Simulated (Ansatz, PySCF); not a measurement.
Complex: NH3 (SMILES N) (first 4 atoms) with H2S (SMILES S); geometry from B3LYP-D3(BJ)/def2-TZVP.
(charge 0, multiplicity 1):
```json
[
 {"atom": "N", "x (Å)": "0.0062", "y (Å)": "0.1635", "z (Å)": "0.3251"},
 {"atom": "H", "x (Å)": "-0.7772", "y (Å)": "-0.4607", "z (Å)": "0.1701"},
 {"atom": "H", "x (Å)": "-0.1930", "y (Å)": "1.0317", "z (Å)": "-0.1588"},
 {"atom": "H", "x (Å)": "0.8211", "y (Å)": "-0.2526", "z (Å)": "-0.1111"},
 {"atom": "S", "x (Å)": "0.6662", "y (Å)": "0.8123", "z (Å)": "3.7092"},
 {"atom": "H", "x (Å)": "-0.3051", "y (Å)": "0.0025", "z (Å)": "4.1592"},
 {"atom": "H", "x (Å)": "0.3880", "y (Å)": "0.5430", "z (Å)": "2.4079"}
]
```

Interaction energies are E(AB) − E(A) − E(B) at the monomers' geometry in the complex; basis-set methods are counterpoise corrected.

Correlated levels freeze the cores.

Run with Ansatz (Gaussian basis) for Hartree–Fock, density functionals and correlated methods; PySCF for the dispersion terms. Values without a source in brackets are computed.

### Question
What is the computed interaction energy (revPBE-D3(BJ)/def2-TZVPPD)?

### Answer
-16 kJ/mol

Ansatz is a first-principles code.
